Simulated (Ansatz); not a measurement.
Sn(tBu)H3 (C₄H₁₂Sn). Charge 0, multiplicity 1. Geometry B3LYP-D4/def2-SVP.

```xyz
17

C     0.1546    0.1136   -0.0681
C     0.0287    1.5183    0.5334
C     0.0777    0.1811   -1.5980
C     1.4720   -0.5368    0.3702
Sn   -1.5227   -1.1215    0.6698
H     0.8598    2.1592    0.1818
H    -0.9110    2.0141    0.2401
H     0.0723    1.5059    1.6349
H    -0.8625    0.6375   -1.9487
H     0.1618   -0.8146   -2.0633
H     0.9069    0.7980   -1.9942
H     1.5918   -1.5535   -0.0389
H     1.5584   -0.6039    1.4671
H     2.3307    0.0621    0.0109
H    -1.4994   -2.6684   -0.0922
H    -3.0256   -0.3515    0.3196
H    -1.3936   -1.3397    2.3756
```

In the def2 sets Sn takes a core potential; there is no spin–orbit coupling. LC-ωPBE has ω = 0.4 bohr⁻¹. Another isomer (singlet) lies 0.82 eV lower at PBE0-D4/def2-TZVP; other spin states weren't run for this one.

(1) Estimate the orbital energies around the gap (eV) in Ansatz with PBE-D4/def2-SVP, PBE-D4/def2-TZVP, r2SCAN-D4/def2-TZVP, PBE0-D4/def2-TZVP, LC-ωPBE/def2-TZVP.

## Answers

(1) 
| orbital | PBE-D4/def2-SVP | PBE-D4/def2-TZVP | r2SCAN-D4/def2-TZVP | PBE0-D4/def2-TZVP | LC-ωPBE/def2-TZVP |
| --- | --- | --- | --- | --- | --- |
| HOMO−9 | -10.63 | -10.72 | -11.13 | -12.33 | -15.38 |
| HOMO−8 | -10.60 | -10.69 | -11.10 | -12.25 | -15.35 |
| HOMO−7 | -9.33 | -9.44 | -9.81 | -10.94 | -13.87 |
| HOMO−6 | -9.33 | -9.43 | -9.81 | -10.94 | -13.87 |
| HOMO−5 | -8.77 | -8.87 | -9.23 | -10.35 | -13.23 |
| HOMO−4 | -8.04 | -8.12 | -8.41 | -9.49 | -12.25 |
| HOMO−3 | -8.04 | -8.12 | -8.41 | -9.49 | -12.25 |
| HOMO−2 | -7.48 | -7.57 | -7.89 | -8.79 | -11.55 |
| HOMO−1 | -7.48 | -7.56 | -7.89 | -8.79 | -11.55 |
| HOMO | -6.08 | -6.14 | -6.33 | -7.21 | -9.72 |
| LUMO | -0.21 | -0.50 | -0.13 | 0.28 | 2.16 |
| LUMO+1 | 0.22 | -0.24 | 0.19 | 0.62 | 2.71 |
| LUMO+2 | 0.66 | 0.38 | 0.78 | 1.13 | 3.04 |
| LUMO+3 | 0.67 | 0.38 | 0.78 | 1.13 | 3.04 |
| LUMO+4 | 1.28 | 0.85 | 1.49 | 1.70 | 3.87 |
| LUMO+5 | 2.41 | 1.65 | 2.45 | 2.41 | 4.32 |
